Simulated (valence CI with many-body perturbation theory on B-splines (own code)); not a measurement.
## La XXXVI: one-electron terms

Computed by valence CI with perturbative core correlation (CI+MBPT): four valence electrons over a frozen Dirac-Fock core [Ar], a basis of 7 s, 7 p, 8 d, 6 f, 4 g, 1 h functions for each j, with the one-electron correlation potential Σ1 (screened to all orders), the two-electron term Σ2, the three-electron term Σ3, Breit, model QED; selected single and double excitations, second order for the rest, scaled by the run's own slope (own B-spline code, finite nucleus).

No measured spectrum was set against this ion. As an estimate, large intervals hold to a few tenths of a per cent, small ones and those within an open d or f shell to about a per cent. Only levels of the ground parity were solved; by the run's estimate the other parity begins above the list, which can be wrong where configurations are misplaced.

These are the spectroscopic orbitals of the CI (the correlating ones are not listed), shaped by the core and the other valence electrons. h is the expectation value of the core's Dirac-Fock operator, without the valence repulsion; Σ1 is computed up to l = 3 at one energy for each symmetry, that of its lowest orbital but kept below the first core excitation, so for empty shells it is not the orbital's own correlation shift; Breit and QED include the response of the core.

```
Orbital  h (hartree)  Σ1 (cm⁻¹)  Breit (cm⁻¹)  QED (cm⁻¹)  ⟨r⟩ (bohr)
  4s1/2      -58.289      -7637          5349        3954      0.5280
  5s1/2       -35.62      -2898          2580        1939      0.8625
  6s1/2      -24.031      -1447          1414        1079       1.282
  4p1/2       -56.23     -10038          8492        -100      0.5241
  5p1/2      -34.606      -3666          4197       -45.2      0.8651
  6p1/2      -23.459      -1805          2338       -24.3       1.292
  4p3/2      -54.897      -9559          5259         300      0.5380
  5p3/2      -33.963      -3591          2607         153      0.8822
  6p3/2      -23.101      -1787          1536        86.7       1.312
  3d3/2      -98.214     -21722         11013        -962      0.2331
  4d3/2       -51.93      -9829          3981        -268      0.5145
  5d3/2       -32.54      -3802          1943        -123      0.8728
  3d5/2      -97.379     -20655          5481        -478      0.2361
  4d5/2      -51.629      -9545          2025        -107      0.5182
  5d5/2      -32.391      -3672           976       -45.3      0.8773
  4f5/2      -48.924     -22823           419        -162      0.4679
  5f5/2      -31.153      -9236           187       -77.6      0.8375
  4f7/2      -48.823     -19946          -186        -101      0.4695
  5f7/2      -31.098      -8045         -66.7       -45.9      0.8394
  5g7/2      -30.393                     30.3       -18.8      0.7561
  5g9/2      -30.369                    -29.2        -3.9      0.7570
```

Among the shells of the start configuration 3d4, Σ1 is largest in size for 3d3/2, where it is 0.10 % of h.

Lowest root of each symmetry, sizes in configuration state functions:

| J | Parity | Roots | Reference | Variational | Second order | Change by selected CI (cm⁻¹) | Change by second order (cm⁻¹) |
| --- | --- | --- | --- | --- | --- | --- | --- |
| 0 | even | 5 | 37 | 4376 | 12751 | -10913 | -1 |
| 1 | even | 4 | 93 | 11246 | 14257 | -9181 | -1 |
| 2 | even | 8 | 133 | 16566 | 20791 | -9358 | -1 |
| 3 | even | 6 | 136 | 17890 | 24450 | -10034 | -1 |
| 4 | even | 7 | 121 | 17424 | 39928 | -10703 | -2 |
| 5 | even | 2 | 88 | 13801 | 2038 | -10164 | -3 |
| 6 | even | 2 | 56 | 10911 | 1045 | -10385 | -1 |
